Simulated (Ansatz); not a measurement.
Relaxation of C$_{2}$H$_{3}$OSi (7 atoms, charge 0, multiplicity 2), to a largest force component of 0.02 eV/Å in at most 50 steps.

All numbers below come from Ansatz, UKS r2SCAN-D4/def2-SVP.

```xyz
7
Properties=species:S:1:pos:R:3:forces:R:3
C 0.540 -1.830 0.774 0.35 -1.63 0.36
C 0.174 -0.706 0.519 -0.68 2.42 -1.64
Si -0.036 1.082 0.204 1.52 -0.45 7.59
O -0.406 1.462 -1.345 -0.86 0.12 -3.17
H 0.779 -2.833 0.983 0.27 -0.91 0.31
H -1.082 2.137 -1.085 -0.45 0.44 -1.19
H -0.011 1.021 -2.091 -0.15 0.01 -2.26
```

Q: Where does it end, and by what steps?

A: It converged. The force dipped under the threshold on the way, but the program's further checks kept it going. After 15 steps the energy has fallen by 2.101 eV; H6 moved furthest, 1.10 Å.

```
step  energy less start (eV)  largest force component (eV/Å)  accepted
   0                  0.0000                           7.592       yes
   1                 -0.8896                           4.219       yes
   2                 -1.6016                           1.275       yes
   3                 -1.8906                           1.410       yes
   4                 -1.9023                           2.462       yes
   5                 -2.0405                           0.129       yes
   6                 -2.0573                           0.114       yes
   7                 -2.0785                           0.194       yes
   8                 -2.0834                           0.386       yes
   9                 -2.0977                           0.137       yes
  10                 -2.0997                           0.022       yes
  11                 -2.0969                           0.374        no
  12                 -2.1005                           0.018       yes
  13                 -2.1006                           0.130       yes
  14                 -2.1010                           0.030       yes
  15                 -2.1010                           0.010       yes
```

```xyz
7
Properties=species:S:1:pos:R:3
C 0.564 -1.609 0.483
C 0.229 -0.424 0.603
Si -0.260 1.332 0.859
O -0.757 1.319 -1.207
H 0.853 -2.641 0.395
H -0.184 1.934 -1.691
H -0.488 0.423 -1.481
```

The run took 46 s on 2 threads of AMD EPYC 9R14 (Zen 4) (shared host), peak memory 0.21 GiB.
